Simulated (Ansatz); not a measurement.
Job for Ansatz (a first-principles code): U-CCSD(T)/cc-pVTZ on C3H3 (SMILES [C]#CC), 2S+1 = 2, atoms moved off the minimum.

Ansatz 0.2 input:
```yaml
crystal:
  periodic: [false, false, false]
  atoms:
    - {symbol: C, position_ang: [1.46658718, 0.03818407, 0.09878811]}
    - {symbol: C, position_ang: [0.35216490, 0.08790940, -0.11621679]}
    - {symbol: C, position_ang: [-1.08817845, 0.05054647, 0.07857144]}
    - {symbol: H, position_ang: [-1.45733931, -0.72648946, -0.78953475]}
    - {symbol: H, position_ang: [-1.38861327, -0.25658181, 0.98076428]}
    - {symbol: H, position_ang: [-1.59372628, 0.98956825, -0.25489172]}
basis:
  gaussian:
    orbitals: cc-pVTZ
magnetization: {spin_polarized: true, initial_magnetization: 1}
correlation: {method: ccsd_t, electrons: outside_noble_gas}
scf: {omitted_lower_state_checks: [cluster_reference]}
output: {forces: true}
```

The head of its log:

```
WARN ansatz: RAYON_NUM_THREADS=1 ignored (pool sized by the plan → 1); use --threads N
Functional definition: HF
these checks for a lower state are left out or cut short: cluster_reference
integrals: 0.40 GiB planned
746 factors; integrals over basis functions are off by at most 1.1e-3 eV
mean field: 0.31 GiB planned
mean field evaluation 1: about -3132.0270 eV, gradient 1.8e1 eV
mean field evaluation 2: about -3132.0319 eV, gradient 1.8e1 eV
mean field evaluation 4: about -3134.3689 eV, gradient 2.8e0 eV
mean field evaluation 8: about -3134.5559 eV, gradient 7.9e-1 eV
mean field evaluation 16: about -3134.8328 eV, gradient 2.3e-6 eV
mean field evaluation 32: about -3134.8239 eV, gradient 5.3e-1 eV
mean field -3134.83280900 eV, -115.2029808648 hartree, gradient 3.1e-6 eV, S^2 0.939011; 4 other end points of the search recorded, 0 dependent functions left out
3 core orbitals not correlated
reference -3134.83280900 eV, -115.2029808648 hartree; 8, 7 occupied and 121, 122 virtual orbitals, 746 factors
densities: 1.38 GiB planned
```

### Question
Predict the final total energy.

### Answer
-115.6815 hartree (reference determinant -115.2030, T1 diagnostic 0.037). Its determinant has ⟨S²⟩ = 0.94, a mixture of spin states.
